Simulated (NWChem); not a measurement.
System: HTeSBr; SMILES S[Te]Br

```xyz
4

Te     0.6115    -0.5839    -0.0017
Br    -0.2188     1.8051     0.0160
S     -1.4196    -1.8304     0.0610
H     -1.6503    -1.8674    -1.2729
```
Atoms are numbered in this order, from 1.

Level: PBE0/def2-SVP with def2 effective core potentials on Te (NWChem), optimised geometry, unscaled harmonic frequencies. This build's default masses of Se (78.918 u) and Br (79.917 u) are each other's, which moves their modes by up to 0.6 %. def2 effective core potentials on Te; no spin-orbit coupling.

```csv
frequency (cm⁻¹),IR intensity (km/mol)
103,0.5
248,17.9
351,23.7
367,13.1
777,1.2
2685,0.5
```

```json
{
  "zero_point_energy": "6.5 kcal/mol",
  "thermal correction to the enthalpy at 298.15 K (with zero-point energy)": "10.1 kcal/mol",
  "heat capacity Cv": "13.5 cal/(mol K)",
  "entropy at 298.15 K and 1 atm (symmetry number 1)": "78.5 cal/(mol K)"
}
```

Rigid rotor and harmonic oscillator.
